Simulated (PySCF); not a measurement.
# Spinor energies of Se⁷⁺ (selenium, charge +7)

Start: [Ar] 3d9; 3d3/2 filled at m_j = -1/2, +1/2, +3/2; 3d5/2 filled at m_j = -5/2, -3/2, -1/2, +1/2, +3/2, +5/2. Calculated with PySCF 2.14 in an even-tempered Gaussian basis (18 s from 0.34 bohr⁻², ratio 2.8; 13 p from 0.45 bohr⁻², ratio 2.8; 9 d from 0.45 bohr⁻², ratio 2.8; 4 f from 3.5 bohr⁻², ratio 3): generalised Hartree-Fock with the X2C-1e Hamiltonian and a Gaussian nucleus; one run each with spin-orbit coupling (SO) screened by Boettger's factors, then bare. This is a chosen level, not necessarily the ground level.

| spinor shell | electrons | ε, screened SO (eV) | ε, bare SO (eV) | weight of nominal j (bare SO) | rms radius, bare SO (bohr) |
| --- | --- | --- | --- | --- | --- |
| 1s1/2 | 2 | -12864.4 | -12864.4 | 1.000 | 0.0508 |
| 2s1/2 | 2 | -1822.0 | -1822.0 | 1.000 | 0.212 |
| 2p1/2 | 2 | -1641.1 | -1643.0 | 1.000 | 0.186 |
| 2p3/2 | 4 | -1599.6 | -1598.8 | 1.000 | 0.190 |
| 3s1/2 | 2 | -369.58 | -369.59 | 1.000 | 0.606 |
| 3p1/2 | 2 | -304.59 | -304.79 | 0.787 | 0.619 |
| 3p3/2 | 4 | -299.83 | -299.76 | 0.893 | 0.626 |
| 3d3/2 | 3 | -191.28 | -191.45 | 0.799 | 0.648 |
| 3d5/2 | 6 | -189.98 | -189.88 | 0.899 | 0.653 |

| quantity | screened SO | bare SO |
| --- | --- | --- |
| E (hartree) | -2413.27848 | -2413.28620 |
| M_J | 3/2 | 3/2 |
| ⟨J²⟩ | 3.751 | 3.751 |
| ⟨L²⟩ | 6.004 | 6.004 |
| ⟨S²⟩ | 0.753 | 0.753 |

Each row is a mean over spinors that exchange with the open shell spreads, by up to 7.640 eV (3p1/2).

Rows whose weight is well below 1 are mixtures of j = l ± 1/2: exchange outweighs spin-orbit coupling there, and the label is only the starting occupation.
